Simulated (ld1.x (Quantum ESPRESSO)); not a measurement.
LDA (PZ) PAW dataset for B (Z = 5), non-relativistic all-electron reference.

- Element: B (Z = 5)
- Generator: ld1.x (Quantum ESPRESSO) 7.5
- Type: PAW
- Functional: LDA (PZ)
- Relativity: non-relativistic
- Frozen core: [He]
- Valence charge: 3
- Reference configuration: 2s2 2p1
- Partial waves: 2s (bound): rcut 1.05, rcutus 1.40 bohr; 2s channel at -0.1 Ry: rcut 1.05, rcutus 1.40 bohr; 2p (bound): rcut 2.75, rcutus 3.05 bohr; 2p channel at 0.05 Ry: rcut 2.75, rcutus 3.05 bohr; 3d channel at -0.1 Ry: rcut 2.50, rcutus 2.90 bohr
- Local potential: all-electron potential smoothed inside 1.10 bohr (lloc = -1)
- Core correction: Bessel-smoothed model core, default radius (core density twice the valence density)
- Augmentation charge: BESSEL, radius 0.85 bohr

All-electron outer shells of the reference configuration (LDA (PZ), non-relativistic, ld1.x):

```
shell  level (eV)  outermost node (bohr)  outermost maximum (bohr)
   2s       -9.39                   0.46                      1.52
   2p       -3.72                      –                      1.55
```

Q: Does the generator finish with these settings?

A: Yes, a potential is produced and its reference levels are reproduced.

Q: Is the overlap operator S = 1 + Σ q|β⟩⟨β| positive definite (Bessel basis up to 400 Ry)?

A: No: its lowest eigenvalue is -30.021, in the d channel, so the generalised eigenproblem breaks down once the basis is large enough.

Test run stopped at test 1 of 9 (negative rho).

The ghost test of this file was not conclusive. Its overlap operator is not positive definite in a basis up to 400 Ry (lowest eigenvalue d -30.02), so the file is unfit for use: the generalised eigenproblem breaks down once the basis is large enough, and its test numbers describe a broken file.
